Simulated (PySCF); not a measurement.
A GIAO shielding run with PySCF (density fitting, non-relativistic, gas phase) on `C#CC[Si+](C)C`, [C5H9Si]+:

```
{"job": {"kind": "nmr", "xc": "KT2", "basis": "pcSseg-1", "pop": false}, "charge": 1, "multiplicity": 1}
C      3.032050     0.978316    -0.169496
C      2.192155     0.108257    -0.150297
C      1.156276    -0.903805    -0.129360
Si    -0.557774    -0.214718    -0.266989
C     -0.772960     1.585323    -0.460177
C     -1.990113    -1.347231    -0.167950
H      3.797063     1.736581    -0.181816
H      1.186490    -1.517774     0.795186
H      1.275055    -1.645239    -0.947913
H     -1.766574     1.865340    -0.837796
H      0.027036     1.997970    -1.096938
H     -0.636372     2.047439     0.537748
H     -2.654029    -1.027315     0.656046
H     -2.590464    -1.259561    -1.092071
H     -1.703386    -2.397489    -0.018497
```

Hardware: 1 thread of an x86-64 server CPU, shared host.

**Question.** How large is the calculation?

**Answer.** 52 electrons, 154 basis functions and 818 auxiliary functions.

**Question.** How long does it take?

**Answer.** 19 s of wall time, with 16 SCF cycles. Times on a shared host scatter by some tens of per cent.

**Question.** And these other runs on the same molecule and hardware: GIAO shielding at BLYP/pcSseg-1; GIAO shielding at BP86/pcSseg-1; GIAO shielding at HF/pcSseg-1; GIAO shielding at LDA/pcSseg-1; GIAO shielding at OPBE/pcSseg-1; GIAO shielding at PBE/pcSseg-1?

**Answer.** BLYP/pcSseg-1: 154 functions, 18 s; BP86/pcSseg-1: 154 functions, 18 s; HF/pcSseg-1: 154 functions, 6.1 s; LDA/pcSseg-1: 154 functions, 19 s; OPBE/pcSseg-1: 154 functions, 21 s; PBE/pcSseg-1: 154 functions, 19 s.
